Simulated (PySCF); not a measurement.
C2H13BSi4.
InChI=1S/C2H13BSi4/c1-3(2)7-5-4-6-7/h7H,4-6H2,1-2H3

Torsions of this conformer, `[CH3:1][B:2]([CH3:3])[SiH:4]1[SiH2:5][SiH2:6][SiH2:7]1`: C1–B2–Si4–Si5 -141°.

The closed-shell ground state was solved at several levels (PySCF, density fitting, gas phase, non-relativistic). One conformer (not necessarily the lowest) at the PBE0-D3(BJ)/def2-SVP geometry, without solvent, vibrations or thermal averaging.

```csv
level,basis functions,total energy (Eh),HOMO (eV),LUMO (eV),gap (eV),dipole (D)
wB97X-D/pcSseg-1,212,-1266.7519,-9.01,0.22,9.23,1.39
wB97X-D/def2-SVPD,260,-1266.3781,-8.91,0.26,9.17,1.36
```

Problem. What might PBE0/pcSseg-1 (212 basis functions) give for the same quantities?

Solution. Total energy -1266.1745 Eh, HOMO -7.26 eV, LUMO -1.54 eV, gap 5.72 eV, dipole 1.38 D.

Problem. Over all these levels, which gives the widest orbital gap and which the narrowest?

Solution. wB97X-D/pcSseg-1 (range-separated hybrid) has the widest, 9.23 eV, and PBE0/pcSseg-1 (global hybrid, 25 % exact exchange) the narrowest, 5.72 eV. The two share the basis. From the narrowest to the widest the HOMO moves by -1.75 eV and the LUMO by +1.76 eV.

Problem. How far do the dipole and the HOMO energy spread over the levels?

Solution. The dipole runs from 1.36 to 1.39 D (mean 1.38 D) and the HOMO from -9.01 to -7.26 eV.

wB97X-D is run here without its empirical dispersion term; that term would change no orbital, density or response property at a fixed geometry.
